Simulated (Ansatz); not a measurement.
One geometry of GeCl4, several levels of theory.

```yaml
crystal:
  periodic: [false, false, false]
  atoms:
    - {symbol: Ge, position_ang: [-0.631896, 0.204137, 1.349591]}
    - {symbol: Cl, position_ang: [2.706495, -0.942405, -0.991574]}
    - {symbol: Cl, position_ang: [1.023142, 0.363393, -0.784864]}
    - {symbol: Cl, position_ang: [-1.902976, -1.454603, 0.635802]}
    - {symbol: Cl, position_ang: [-1.194755, 1.829479, -0.208955]}
basis:
  gaussian: {orbitals: def2-TZVPP, initial_orbitals: start.molden}
correlation: {method: ccsd_t}
scf: {omitted_lower_state_checks: [starts]}
output: {orbitals: {seedname: orbitals}}
```

The file start.molden holds the orbitals of an earlier run on this structure, at another level or in another basis.

```sh
$ ansatz run in.yaml --threads 4 --pin off --events-out ev --progress --plain --max-ram 4787MiB
```

Shortened log:

```
Functional definition: HF
1323 factors; integrals over basis functions are off by at most 9.2e-4 eV
mean field evaluation 1: about -106488.4628 eV, gradient 5.1e1 eV
mean field evaluation 2: about -106489.7192 eV, gradient 1.9e0 eV
mean field evaluation 4: about -106490.1090 eV, gradient 1.7e0 eV
mean field evaluation 8: about -106490.1175 eV, gradient 5.9e-4 eV
mean field -106490.11749679 eV, -3913.4396364131 hartree, gradient 1.1e-6 eV, S^2 0.000000; 0 other end points of the search recorded, 0 dependent functions left out
29 core orbitals not correlated: weight in the atoms' cores, before any rotation towards them, 1.000 or more for the frozen orbitals, at most 0.000 for the correlated occupied ones
reference -106490.11749679 eV, -3913.4396364131 hartree; 21, 21 occupied and 166, 166 virtual orbitals, 1323 factors
second order -27.19666239 eV of doubles, -0.00000000 eV of singles
cycle   1  -27.89052596 eV  change   -6.9e-1 eV  update   1.3e-1
cycle   2  -28.58021595 eV  change   -6.9e-1 eV  update   4.1e-2
cycle   3  -28.75507349 eV  change   -1.7e-1 eV  update   2.5e-2
cycle   4  -28.74726294 eV  change    7.8e-3 eV  update   7.2e-3
cycle   5  -28.73623297 eV  change    1.1e-2 eV  update   4.1e-3
cycle   6  -28.73710846 eV  change   -8.8e-4 eV  update   1.7e-3
cycle   7  -28.73701948 eV  change    8.9e-5 eV  update   7.0e-4
cycle   8  -28.73689849 eV  change    1.2e-4 eV  update   2.5e-4
cycle   9  -28.73696770 eV  change   -6.9e-5 eV  update   9.7e-5
cycle  10  -28.73697760 eV  change   -9.9e-6 eV  update   4.6e-5
perturbative correction -1.37567269 eV, -0.0505550390 hartree
Total energy: -106520.23014708 eV, -3914.5462559001 hartree
Checks for a lower state left out: starts
```

Run time 2.1 min (4 threads of Arm Neoverse V2 on a shared host), peak host memory 2.8 GiB.

First input, but with `gaussian: {orbitals: STO-3G}`, `hamiltonian: {xc: hf}` and without the key `correlation` (abridged; 0.2 s):

```
Functional definition: HF
mean field -105310.71610294 eV, -3870.0974346159 hartree, gradient 1.5e-5 eV, S^2 0.000000
Total energy: -105310.71610294 eV, -3870.0974346159 hartree
Checks for a lower state left out: starts
```

As the first input, with `gaussian: {orbitals: def2-SVP, initial_orbitals: start.molden}`, `hamiltonian: {xc: pbe0, dispersion: d4}` and without the key `correlation` (abridged; 1.4 s):

```
Functional definition: PBE0
mean field -106563.63163480 eV, -3916.1412311552 hartree, gradient 2.0e-5 eV, S^2 0.000000
Total energy: -106563.83332958 eV, -3916.1486433015 hartree
Checks for a lower state left out: starts
```

The first input with `gaussian: {orbitals: def2-SVP, initial_orbitals: start.molden}`, `hamiltonian: {xc: pbe, dispersion: d4}` and without the key `correlation` (abridged; 0.91 s):

```
Functional definition: PBE
mean field -106558.55384525 eV, -3915.9546258309 hartree, gradient 1.3e-5 eV, S^2 0.000000
Total energy: -106558.78643442 eV, -3915.9631733252 hartree
Checks for a lower state left out: starts
```

Geometry: PBE-D4/def2-SVP.

Correlated methods freeze 29 core orbitals; core or outer-core shells of Ge are correlated, in sets that lack core-valence functions. Another isomer (singlet) lies 3.59 eV lower at PBE0-D4/def2-TZVP; other spin states weren't run for this one.
